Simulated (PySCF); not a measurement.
Cartesian coordinates (Å):
```xyz
20

Zr    -0.2938    -0.0542    -0.0840
O     -1.0351    -1.8880     0.2771
H     -1.1451    -2.2470     1.1732
O     -1.2826     1.2836    -1.2131
H     -1.4910     2.1821    -0.9077
O     -0.5675     0.7482     1.6695
H     -0.7513     1.1392     2.5325
O      1.6693     0.0169    -0.2598
H      2.4638     0.3009     0.2135
C      0.2165    -2.2462    -4.8343
C      0.1848    -3.0442    -3.6813
C     -0.0302    -2.4292    -2.4412
N     -0.2035    -1.0976    -2.3192
C     -0.1878    -0.3288    -3.4269
C      0.0214    -0.8635    -4.7046
H      0.3845    -2.6981    -5.8241
H      0.3207    -4.1340    -3.7361
H     -0.0952    -2.9914    -1.4955
H     -0.3756     0.7423    -3.2479
H      0.0260    -0.2005    -5.5818
```
Charge 0, spin multiplicity 1.

Problem. Estimate the total energy, HOMO–LUMO gap and HOMO that TPSSh-D3(BJ)/def2-TZVP // PBE-D3(BJ)/def2-SVP (PySCF 2.14.0) returns for this input.

Solution. 
The total energy is -599.1744 Ha. The HOMO–LUMO gap comes out as 5.14 eV and the HOMO comes out as -6.91 eV.
